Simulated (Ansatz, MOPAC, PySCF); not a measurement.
Dimer: HF (SMILES F) (first 2 atoms) with C2H4 (SMILES C=C); geometry from B3LYP-D3(BJ)/def2-TZVP, rigid monomers moved along the line of their centres of mass till H2···C3 is 2.55 Å.
(charge 0, multiplicity 1):
```csv
atom,x (Å),y (Å),z (Å)
F,-0.2339,0.8565,0.5851
H,-0.1684,0.5554,1.4687
C,-0.5205,0.1403,3.9575
C,0.5216,-0.6137,3.6247
H,-0.3979,1.1599,4.3022
H,-1.5348,-0.2368,3.9065
H,0.3995,-1.6363,3.2888
H,1.5365,-0.2396,3.6845
```

Interaction energies are E(AB) − E(A) − E(B) at the monomers' geometry in the complex; basis-set methods are counterpoise corrected. Rows marked so take none.

Frozen-core correlation. CBS(a, b) extrapolates the correlation energy as X⁻³ and adds the Hartree–Fock energy of set b. Rows in 3-21G, 6-311+G**, 6-31G* carry no dispersion term and start afresh at each structure (6-31G* with six Cartesian d functions). MP2/6-31G* freezes PySCF's default core. The state that AM1, PM3, PM6 reach isn't checked.

Programs: Ansatz (Gaussian basis) for Hartree–Fock, density functionals and correlated methods; MOPAC for AM1, PM3, PM6 (differences of heats of formation); PySCF for 3-21G rows, 6-311+G** rows, 6-31G* rows, the dispersion terms. Values without a source in brackets are computed.

Other levels give for the interaction energy: PBE/def2-TZVPPD -185.7; B3LYP/def2-TZVPPD -161.4; B3LYP-D3(BJ)/def2-TZVPPD -200.1; wB97M-V/def2-TZVPPD -189.2; MP2/CBS(aug-cc-pVDZ, aug-cc-pVTZ) + ΔCCSD(T)/aug-cc-pVDZ -174.8 meV.

Common cheap choices:

| level | interaction energy (meV) | less -174.8 (MP2/CBS(aug-cc-pVDZ, aug-cc-pVTZ) + ΔCCSD(T)/aug-cc-pVDZ) |
|---|---|---|
| AM1 | -48.3 | 126.5 |
| PM3 | -81.0 | 93.8 |
| PM6 | -60.4 | 114.4 |
| HF/3-21G (no counterpoise) | -200.1 | -25.3 |
| B3LYP/6-31G* | -172.2 | 2.6 |
| B3LYP/6-311+G** (no counterpoise) | -174.8 | 0.0 |
| M06-2X/6-31G* (no counterpoise) | -216.6 | -41.7 |
| MP2/6-31G* (no counterpoise) | -204.0 | -29.2 |

Ansatz is a quantum-chemistry and plane-wave program.
